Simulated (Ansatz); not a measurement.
A thermochemical cycle in electronic energies (no zero-point or thermal terms), species as SMILES, kcal/mol. Structures are relaxed separately at B3LYP-D3(BJ)/def2-TZVP in Ansatz (a quantum-chemistry and plane-wave program), one conformer each, not searched for the lowest. Valence correlation only, unless marked. Open shells are spin-unrestricted. No spin-orbit coupling. No relativistic terms. CBS marks a two-point X^-3 extrapolation of the correlation energy; Hartree-Fock from the larger set. Anions need diffuse functions, of which def2-TZVPD holds fewer than the aug- sets.

```csv
step,"CCSD(T)/CBS(aug-cc-pVTZ,aug-cc-pVQZ) (Ansatz)",wB97X-V/def2-TZVPD (Ansatz)
bond energy D: NB(N)O -> [NH]B(N)O + H atom,120.6,118.1
deprotonation energy A: NB(N)O -> [NH-]B(N)O + H+,390.3,392.5
"ionisation of the H atom at the same level, IE",313.7,314.1
```

Problem. Find the electron affinity EA, positive where the anion is bound: [NH]B(N)O + e- → [NH-]B(N)O.

Solution. Breaking the bond, ionising the H atom and attaching the electron to the radical add up to the deprotonation, A = D + IE - EA. At CCSD(T)/CBS(aug-cc-pVTZ,aug-cc-pVQZ): EA = D + IE - A = 120.6 + 313.7 - 390.3 = 44.0. At wB97X-V/def2-TZVPD: EA = D + IE - A = 118.1 + 314.1 - 392.5 = 39.7. The functional differs from the first level by -2.5 in D, -4.3 in EA and +2.2 in A; for EA and A the gap mixes functional and basis. The site is the one shown; other sites or isomers of the anion may lie lower.
